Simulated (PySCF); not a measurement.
PySCF input (BP86/def2-TZVPD):

```python
from pyscf import gto, scf, dft

mol = gto.M(
    atom='''
    Al   -0.00121496   -0.01498404    1.29421651
    Al    0.00121496    0.01498404   -1.29421651
    H     1.34717406   -0.03150224    2.13754455
    H    -1.35118512   -0.01796590    2.13516815
    H     0.00875948    1.37382376   -2.12073067
    H    -0.00474843   -1.32435563   -2.15198203
    ''',
    basis='def2-tzvpd',
    charge=0,
    spin=0,
    verbose=4,
)

mf = dft.RKS(mol, xc='bp86').density_fit(auxbasis='def2-universal-jkfit')
mf.grids.level = 3
mf.conv_tol = 1e-9
mf.max_cycle = 100
mf.max_memory = 1500
mf.kernel()
if not mf.converged:
    mf = mf.newton()
    mf.kernel(mf.make_rdm1())
mf.analyze()
```

End of the output:

```
Extra cycle  E= -487.268165130122  delta_E= -2.84e-12  |g|= 5.75e-06  |ddm|= 1.65e-05
converged SCF energy = -487.268165130122
**** SCF Summaries ****
Total Energy =                        -487.268165130121588
Nuclear Repulsion Energy =              60.157822122767612
One-electron Energy =                 -796.389556330098685
Two-electron Energy =                  248.963569077209513
Two-electron Coulomb Energy =          287.740431297826092
DFT Exchange-Correlation Energy =      -38.776862220616586
HOMO-LUMO gap [eV] =                     3.122412976978917
**** MO energy ****
MO #1   energy= -55.4118597321829  occ= 2
MO #2   energy= -55.4118449312827  occ= 2
MO #3   energy= -3.93725092457175  occ= 2
MO #4   energy= -3.93719761343318  occ= 2
MO #5   energy= -2.54593843699481  occ= 2
MO #6   energy= -2.54593842661914  occ= 2
MO #7   energy= -2.53608616791436  occ= 2
MO #8   energy= -2.53544401750515  occ= 2
MO #9   energy= -2.53544400062887  occ= 2
MO #10  energy= -2.53540238332098  occ= 2
MO #11  energy= -0.388058595342951 occ= 2
MO #12  energy= -0.350488213042475 occ= 2
MO #13  energy= -0.270315161537765 occ= 2
MO #14  energy= -0.270315161058932 occ= 2
MO #15  energy= -0.221215635792721 occ= 2
MO #16  energy= -0.106469074383317 occ= 0
MO #17  energy= -0.106469056949794 occ= 0
MO #18  energy= -0.0225166297185204 occ= 0
MO #19  energy= 0.00220620833275332 occ= 0
MO #20  energy= 0.0103422031381605 occ= 0
MO #21  energy= 0.0288180319446377 occ= 0
MO #22  energy= 0.0289703623555972 occ= 0
MO #23  energy= 0.0289703732467661 occ= 0
MO #24  energy= 0.0342035438179811 occ= 0
MO #25  energy= 0.0427072666737922 occ= 0
MO #26  energy= 0.0565706651324707 occ= 0
MO #27  energy= 0.0699846123681653 occ= 0
MO #28  energy= 0.0699846548908417 occ= 0
MO #29  energy= 0.0821744673345908 occ= 0
MO #30  energy= 0.0992814598469006 occ= 0
MO #31  energy= 0.0992815269318344 occ= 0
MO #32  energy= 0.0995735474941429 occ= 0
MO #33  energy= 0.131523916438994  occ= 0
MO #34  energy= 0.144824371284603  occ= 0
MO #35  energy= 0.144824444685524  occ= 0
MO #36  energy= 0.145327009281752  occ= 0
MO #37  energy= 0.169890950230762  occ= 0
MO #38  energy= 0.179811103133319  occ= 0
MO #39  energy= 0.181522230467192  occ= 0
MO #40  energy= 0.181624979256451  occ= 0
MO #41  energy= 0.209664064401004  occ= 0
MO #42  energy= 0.216667648972084  occ= 0
MO #43  energy= 0.216841117398309  occ= 0
MO #44  energy= 0.21684125109826   occ= 0
MO #45  energy= 0.23985307053685   occ= 0
MO #46  energy= 0.23985311296241   occ= 0
MO #47  energy= 0.25341073045554   occ= 0
MO #48  energy= 0.260869401164687  occ= 0
MO #49  energy= 0.260869417148203  occ= 0
MO #50  energy= 0.274668617964439  occ= 0
MO #51  energy= 0.307737449270834  occ= 0
MO #52  energy= 0.307737510534944  occ= 0
MO #53  energy= 0.31478035624163   occ= 0
MO #54  energy= 0.336158784893758  occ= 0
MO #55  energy= 0.364152195215606  occ= 0
MO #56  energy= 0.364152276307666  occ= 0
MO #57  energy= 0.366593389814621  occ= 0
MO #58  energy= 0.382728103261284  occ= 0
MO #59  energy= 0.416714861142415  occ= 0
MO #60  energy= 0.43882567738614   occ= 0
MO #61  energy= 0.45392226460523   occ= 0
MO #62  energy= 0.453922360986703  occ= 0
MO #63  energy= 0.460098224538218  occ= 0
MO #64  energy= 0.505267548794793  occ= 0
MO #65  energy= 0.560469682545747  occ= 0
MO #66  energy= 0.564644913507471  occ= 0
MO #67  energy= 0.587990878648512  occ= 0
MO #68  energy= 0.587990958335029  occ= 0
MO #69  energy= 0.679090854551385  occ= 0
MO #70  energy= 0.679090896987303  occ= 0
MO #71  energy= 0.683711966690229  occ= 0
MO #72  energy= 0.738763942310097  occ= 0
MO #73  energy= 0.768909549590743  occ= 0
MO #74  energy= 0.768909556400252  occ= 0
MO #75  energy= 0.779030616349067  occ= 0
MO #76  energy= 0.788816347102944  occ= 0
MO #77  energy= 0.803117082868157  occ= 0
MO #78  energy= 0.808506918435448  occ= 0
MO #79  energy= 0.808506948059985  occ= 0
MO #80  energy= 0.858399848432776  occ= 0
MO #81  energy= 0.86496850957653   occ= 0
MO #82  energy= 0.864968548293741  occ= 0
MO #83  energy= 0.876468785298664  occ= 0
MO #84  energy= 0.885814832191018  occ= 0
MO #85  energy= 0.885814873606221  occ= 0
MO #86  energy= 0.894950512979181  occ= 0
MO #87  energy= 0.909532587820763  occ= 0
MO #88  energy= 1.04548321960635   occ= 0
MO #89  energy= 1.045483362745     occ= 0
MO #90  energy= 1.06170265695221   occ= 0
MO #91  energy= 1.09735428068565   occ= 0
MO #92  energy= 1.21742403246999   occ= 0
MO #93  energy= 1.67866407495413   occ= 0
MO #94  energy= 1.69532010247894   occ= 0
MO #95  energy= 1.71425537749633   occ= 0
MO #96  energy= 1.71425537839747   occ= 0
MO #97  energy= 1.76529269629985   occ= 0
MO #98  energy= 1.83669137904329   occ= 0
MO #99  energy= 1.87321843099499   occ= 0
MO #100 energy= 1.87321848687298   occ= 0
MO #101 energy= 1.96071242949319   occ= 0
MO #102 energy= 2.00441053240406   occ= 0
MO #103 energy= 2.0044105974461    occ= 0
MO #104 energy= 2.10300013519988   occ= 0
MO #105 energy= 2.10678373150446   occ= 0
MO #106 energy= 2.10678375508106   occ= 0
MO #107 energy= 2.18860805373566   occ= 0
MO #108 energy= 2.29703557496425   occ= 0
MO #109 energy= 2.2970355953671    occ= 0
MO #110 energy= 2.43501011587162   occ= 0
MO #111 energy= 2.75273586453266   occ= 0
MO #112 energy= 2.75371433050309   occ= 0
MO #113 energy= 2.80646829722665   occ= 0
MO #114 energy= 2.80646835018529   occ= 0
MO #115 energy= 7.02982345638936   occ= 0
MO #116 energy= 7.29233650394279   occ= 0
MO #117 energy= 9.04626872880877   occ= 0
MO #118 energy= 9.0462689980555    occ= 0
MO #119 energy= 9.17309762049848   occ= 0
MO #120 energy= 9.22686584951541   occ= 0
MO #121 energy= 9.22686625118349   occ= 0
MO #122 energy= 9.42199444762058   occ= 0
 ** Mulliken pop on meta-lowdin orthogonal AOs  **
 ** Mulliken pop  **
pop of  0 Al 1s           1.99998
pop of  0 Al 2s           1.99953
pop of  0 Al 3s           1.09470
pop of  0 Al 4s           0.00414
pop of  0 Al 5s           0.00027
pop of  0 Al 6s           0.00015
pop of  0 Al 2px          1.99974
pop of  0 Al 2py          1.99963
pop of  0 Al 2pz          1.99974
pop of  0 Al 3px          0.78284
pop of  0 Al 3py          0.01136
pop of  0 Al 3pz          0.83490
pop of  0 Al 4px          0.00662
pop of  0 Al 4py          0.00093
pop of  0 Al 4pz          0.00720
pop of  0 Al 5px          0.00039
pop of  0 Al 5py          0.00022
pop of  0 Al 5pz          0.00079
pop of  0 Al 6px          0.00016
pop of  0 Al 6py          0.00008
pop of  0 Al 6pz          0.00011
pop of  0 Al 3dxy         0.00000
pop of  0 Al 3dyz         0.00004
pop of  0 Al 3dz^2        0.00520
pop of  0 Al 3dxz         0.00291
pop of  0 Al 3dx2-y2      0.00278
pop of  0 Al 4dxy         0.00000
pop of  0 Al 4dyz         0.00005
pop of  0 Al 4dz^2        0.00010
pop of  0 Al 4dxz         0.00099
pop of  0 Al 4dx2-y2      0.00020
pop of  0 Al 5dxy         0.00000
pop of  0 Al 5dyz         0.00046
pop of  0 Al 5dz^2        0.00007
pop of  0 Al 5dxz         0.00128
pop of  0 Al 5dx2-y2      0.00039
pop of  0 Al 4f-3         0.00000
pop of  0 Al 4f-2         0.00000
pop of  0 Al 4f-1         0.00004
pop of  0 Al 4f+0         0.00072
pop of  0 Al 4f+1         0.00008
pop of  0 Al 4f+2         0.00017
pop of  0 Al 4f+3         0.00000
pop of  1 Al 1s           1.99998
pop of  1 Al 2s           1.99953
pop of  1 Al 3s           1.09470
pop of  1 Al 4s           0.00414
pop of  1 Al 5s           0.00027
pop of  1 Al 6s           0.00015
pop of  1 Al 2px          1.99963
pop of  1 Al 2py          1.99974
pop of  1 Al 2pz          1.99974
pop of  1 Al 3px          0.01125
pop of  1 Al 3py          0.78285
pop of  1 Al 3pz          0.83500
pop of  1 Al 4px          0.00093
pop of  1 Al 4py          0.00662
pop of  1 Al 4pz          0.00721
pop of  1 Al 5px          0.00022
pop of  1 Al 5py          0.00039
pop of  1 Al 5pz          0.00079
pop of  1 Al 6px          0.00008
pop of  1 Al 6py          0.00016
pop of  1 Al 6pz          0.00011
pop of  1 Al 3dxy         0.00000
pop of  1 Al 3dyz         0.00291
pop of  1 Al 3dz^2        0.00520
pop of  1 Al 3dxz         0.00004
pop of  1 Al 3dx2-y2      0.00278
pop of  1 Al 4dxy         0.00000
pop of  1 Al 4dyz         0.00099
pop of  1 Al 4dz^2        0.00010
pop of  1 Al 4dxz         0.00005
pop of  1 Al 4dx2-y2      0.00020
pop of  1 Al 5dxy         0.00000
pop of  1 Al 5dyz         0.00128
pop of  1 Al 5dz^2        0.00007
pop of  1 Al 5dxz         0.00046
pop of  1 Al 5dx2-y2      0.00039
pop of  1 Al 4f-3         0.00000
pop of  1 Al 4f-2         0.00000
pop of  1 Al 4f-1         0.00008
pop of  1 Al 4f+0         0.00072
pop of  1 Al 4f+1         0.00004
pop of  1 Al 4f+2         0.00017
pop of  1 Al 4f+3         0.00000
pop of  2 H 1s            1.11510
pop of  2 H 2s            0.00100
pop of  2 H 3s            0.00062
pop of  2 H 2px           0.00160
pop of  2 H 2py           0.00000
pop of  2 H 2pz           0.00091
pop of  2 H 3px           0.00059
pop of  2 H 3py           0.00000
pop of  2 H 3pz           0.00069
pop of  3 H 1s            1.11510
pop of  3 H 2s            0.00100
pop of  3 H 3s            0.00062
pop of  3 H 2px           0.00160
pop of  3 H 2py           0.00000
pop of  3 H 2pz           0.00091
pop of  3 H 3px           0.00059
pop of  3 H 3py           0.00000
pop of  3 H 3pz           0.00070
pop of  4 H 1s            1.11510
pop of  4 H 2s            0.00100
pop of  4 H 3s            0.00062
pop of  4 H 2px           0.00000
pop of  4 H 2py           0.00162
pop of  4 H 2pz           0.00089
pop of  4 H 3px           0.00000
pop of  4 H 3py           0.00058
pop of  4 H 3pz           0.00071
pop of  5 H 1s            1.11510
pop of  5 H 2s            0.00100
pop of  5 H 3s            0.00062
pop of  5 H 2px           0.00000
pop of  5 H 2py           0.00158
pop of  5 H 2pz           0.00092
pop of  5 H 3px           0.00000
pop of  5 H 3py           0.00060
pop of  5 H 3pz           0.00068
 ** Mulliken atomic charges  **
charge of    0Al =      0.24104
charge of    1Al =      0.24104
charge of    2H =     -0.12052
charge of    3H =     -0.12052
charge of    4H =     -0.12052
charge of    5H =     -0.12052
Dipole moment(X, Y, Z, Debye):  0.00000, -0.00000,  0.00000
```
